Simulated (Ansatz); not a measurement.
Input file for Ansatz (an electronic-structure program): U-B3LYP/def2-TZVPP on FISi (SMILES F[Si]I), a point of a bond scan (R = 2.173 Å). Elements past Kr take the def2 small-core potentials; no spin–orbit coupling.

Ansatz 0.2 input:
```yaml
crystal:
  periodic: [false, false, false]
  atoms:
    - {symbol: Si, position_ang: [0.72542197, 1.01948837, 1.18893518]}
    - {symbol: F, position_ang: [1.31335298, 2.56419975, -0.22238795]}
    - {symbol: I, position_ang: [-0.38875935, -0.63672280, -0.33842808]}
basis:
  gaussian:
    orbitals: def2-TZVPP
hamiltonian:
  xc: {name: B3LYP}
magnetization: {spin_polarized: true, initial_magnetization: 0}
```

Output:

```
WARN ansatz: RAYON_NUM_THREADS=1 ignored (pool sized by the plan → 1); use --threads N
Functional definition: B3LYP
integrals: 0.04 GiB planned
858 factors; their error is unknown
mean field: 0.55 GiB planned
mean field evaluation 1: about -18695.9055 eV, gradient 3.3e1 eV
mean field evaluation 2: about -18490.7582 eV, gradient 1.8e2 eV
mean field evaluation 4: about -18699.4437 eV, gradient 9.0e0 eV
mean field evaluation 8: about -18699.8693 eV, gradient 8.4e-2 eV
mean field evaluation 16: about -18700.1109 eV, gradient 4.1e-5 eV
mean field -18700.11093941 eV, -687.2164016329 hartree, gradient 4.1e-5 eV, S^2 0.000000; 0 other end points of the search recorded, 0 dependent functions left out
reference -18700.11113021 eV, -687.2164086445 hartree; 24, 24 occupied and 99, 99 virtual orbitals, 858 factors
Total energy: -18700.11113021 eV, -687.2164086445 hartree
```

The calculation finished and met its thresholds.

Cost: about 2.6 core-seconds (a rough figure).
